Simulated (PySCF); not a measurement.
**1,1-elimination**

Start structure (GaH₃S, closed shell), relaxed at PBE0-D4/def2-TZVP:

```
5
angstrom
Ga -0.1906 -0.5858 0.2776
S -0.3865 1.2552 -0.9083
H 1.1787 -0.8702 0.9697
H -1.4661 -1.4800 0.3331
H 0.8700 1.6727 -0.6840
```

The step: GaH₃S ([SH][GaH2]) → GaH + H₂S; bonds formed: S2–H3; bonds broken: Ga1–S2, Ga1–H3. Computed with PySCF 2.14 with density fitting (its default auxiliary sets; JK sets also for MP2 and CCSD(T)) (basis: def2-TZVPP and def2-QZVPP); correlated methods freeze the cores. Filled d shells of the heavier atoms are correlated. The def2 sets are not built for correlating such inner shells, so the correlated values are less sure here. Extrapolation: Hartree–Fock as exp(−7.88 √X), correlation as X^−2.97. Energies below are by CCSD(T) at an estimated basis limit (MP2 extrapolated from triple and quadruple zeta, plus CCSD(T) − MP2 in triple zeta).

Task: What are the electronic barrier and the energy of the step, from the start structure to the end structure? (Judge from chemistry; the value comes from the calculation.)

Result: The calculation gives: Barrier 57.81 kcal/mol; step energy 35.53 kcal/mol (uphill); reverse barrier, their difference, 22.28 kcal/mol. Barrier and step energy count from the start structure, the reverse barrier from the end structure.

The saddle point: One imaginary mode of 997i cm⁻¹.
```csv
pair,start (Å),saddle (Å),end (Å)
S2–H3,3.24,1.79,1.34
Ga1–S2,2.20,2.56,2.83
Ga1–H3,1.56,1.64,3.49
```

Zero-point energy (harmonic, PBE0-D4): ZPE is 14.31 kcal/mol at the start and 12.42 kcal/mol at the saddle, so the barrier goes from 57.81 to 55.92 kcal/mol.

First-order rate constant out of the start structure at 698 K by transition-state theory, with harmonic vibrational free energies alone and no tunnelling: ΔA‡ = 55.35 kcal/mol, so k = (kB T/h) exp(−ΔA‡/kB T) ≈ 10^-4 s⁻¹ (an order of magnitude at best: rotation, the number of equivalent paths and anharmonicity are left out).

T1 diagnostic: at most 0.017. The restricted Hartree–Fock reference is unstable towards an unrestricted one at one or more of these structures.

Labels in which every atom is bracketed show which atoms are joined, not bond orders.

For scale, one of the runs: CCSD(T)/def2-TZVPP, 132 basis functions, launched by `OMP_NUM_THREADS=4 python run.py`. The run took 61 s on 4 CPU threads of an Arm Neoverse V2 (shared host), with 0.72 GiB of host memory at its peak.
